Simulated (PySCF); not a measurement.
C₃H₉BFN, SMILES FB(NCC)C.

The structure is a stationary point at PBE-D3(BJ)/def2-SVP. The structure was generated by enumeration, and PubChem lists no compound with its InChIKey, so it may never have been made. One conformer was computed; it need not be the lowest.

The numbers are results of PBE-D3(BJ)/def2-SVP (PySCF), not measurements.

Harmonic, unscaled wavenumbers; measured fundamentals usually lie a few per cent lower.

Task: List the normal modes with their intensities. (The exact figures need the calculation; the answer reports its results.)

Result: 
```tsv
mode	ν (cm⁻¹)	IR (km/mol)	moving atoms (share of kinetic energy)
1	46	0.1	C 49 %, H 39 %, N 11 %
2	91	0.6	H 87 %
3	120	0.3	H 28 %, F 27 %, N 25 %, C 19 %
4	203	0.1	H 66 %, C 23 %
5	278	0.1	H 63 %, C 31 %
6	347	2.9	F 34 %, H 26 %, C 19 %, N 17 %
7	412	1.2	H 31 %, C 26 %, N 21 %, F 13 %, B 9 %
8	438	3.9	H 50 %, B 45 %
9	474	10.3	C 28 %, H 24 %, F 24 %, N 18 %
10	648	93.9	H 75 %, N 16 %
11	710	2.1	C 38 %, H 32 %, N 19 %, F 11 %
12	781	4.2	H 82 %, C 13 %
13	831	2.6	H 63 %, C 23 %, F 10 %
14	864	16.5	H 48 %, B 30 %, C 20 %
15	906	9.9	H 50 %, C 35 %, N 11 %
16	1047	6.8	C 48 %, H 47 %
17	1079	5.5	H 56 %, C 39 %
18	1137	4.5	C 32 %, N 30 %, H 27 %, B 8 %
19	1214	45.4	H 47 %, B 29 %, C 11 %, F 10 %
20	1239	6.3	H 79 %, C 15 %
21	1279	120.4	H 71 %, B 17 %
22	1325	23.1	H 69 %, C 22 %
23	1346	87.8	H 56 %, C 21 %, B 20 %
24	1355	57.4	H 62 %, C 21 %, B 16 %
25	1388	29.9	H 88 %
26	1389	2.3	H 96 %
27	1413	14.9	H 96 %
28	1415	0.8	H 96 %
29	1434	2.9	H 92 %, C 8 %
30	1520	310.4	N 38 %, B 33 %, H 24 %
31	2949	48.2	H 94 %
32	2967	19.1	H 97 %
33	2975	1.8	H 97 %
34	3032	4.4	H 91 %, C 9 %
35	3051	5.3	H 91 %, C 9 %
36	3058	27.5	H 91 %, C 9 %
37	3068	22.9	H 90 %, C 10 %
38	3081	16.8	H 91 %, C 9 %
39	3494	12.5	H 93 %
```
